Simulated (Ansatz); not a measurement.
Counterpoise correction, worked out

The pair of GeH4 (SMILES [GeH4], atoms 1–5) and AsH3 (SMILES [AsH3], atoms 6–9), both closed shells, in one local arrangement (a lower one may exist), relaxed at PBE0-D4/def2-TZVP:

```
atom    x (Å)    y (Å)    z (Å)
 Ge1  -0.1416   0.0935  -1.7936
  H2   0.3549  -1.3259  -1.4896
  H3   0.9852   1.0991  -1.5225
  H4  -1.3412   0.4180  -0.8919
  H5  -0.5691   0.1854  -3.2644
 As6  -0.3919   0.1289   2.3775
  H7   0.6312  -0.2762   3.4294
  H8  -0.1929  -1.1677   1.6060
  H9   0.6654   0.8450   1.5491
```

Program: Ansatz 0.2.0. Basis: def2-TZVPPD. Cores are frozen in the correlated methods. Filled d shells of the heavier atoms are correlated. The def2 sets are not built for correlating such inner shells, so the correlated values are less sure here.

MP2 total energies in eV:

| system | geometry | basis functions | energy |
| --- | --- | --- | --- |
| pair | pair | all | -117394.91514 |
| GeH4 | as in the pair | all (partner as ghosts) | -56544.20103 |
| AsH3 | as in the pair | all (partner as ghosts) | -60850.67663 |
| GeH4 | as in the pair | its own | -56544.18697 |
| AsH3 | as in the pair | its own | -60850.66254 |
| GeH4 | free (PBE0-D4 minimum) | its own | -56544.18723 |
| AsH3 | free (PBE0-D4 minimum) | its own | -60850.66285 |

(1) Work out the interaction energy with and without the counterpoise correction, the superposition error, and the binding energy from the relaxed fragments.

No T1 diagnostic of these runs exceeds 0.012.

Answers

(1) Without correction: -117394.91514 − (-56544.18697) − (-60850.66254) = -0.06563 eV.
With correction (each fragment in the whole basis): -117394.91514 − (-56544.20103) − (-60850.67663) = -0.03748 eV = -0.86 kcal/mol.
The superposition error is the difference, 0.02815 eV, 43 % of the uncorrected value: each fragment borrows its partner's functions.
Deformation from the free shapes: 0.00026 eV for GeH4 and 0.00031 eV for AsH3.
Binding energy from relaxed fragments: -0.03748 + 0.00026 + 0.00031 = -0.03691 eV = -0.85 kcal/mol (electronic, without zero-point energy; negative means bound). For comparison, the corrected interaction energy by CCSD(T) at an estimated basis limit (MP2 extrapolated from triple and quadruple zeta, plus CCSD(T) − MP2 in triple zeta) is -0.048 eV.

For scale, one of the runs: CCSD(T)/def2-TZVPPD, 227 basis functions, launched by `ansatz run in.yaml --threads 4 --pin off --events-out ev --progress --plain --max-ram 9574MiB`. Time: 2 min of wall clock on 4 CPU threads of an AMD EPYC 7R43; the host was shared. Peak host memory: 3.6 GiB.
